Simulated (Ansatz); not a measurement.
Q: Name a neutral molecule of C, Cl, N, O, Zr and H with size of the dipole moment (PBE/def2-TZVPP) between 3.90 and 4.20 D and HOMO energy (ωB97M-V/def2-TZVPP) between -9.75 and -9.45 eV (Ansatz, PBE0-D4/def2-TZVP geometry).

A: `C[NH][Zr]([Cl])([Cl])[O]C` (4.00 D, -9.56 eV). Other molecules can fit too; these were computed, each in one conformer that needn't be the lowest.
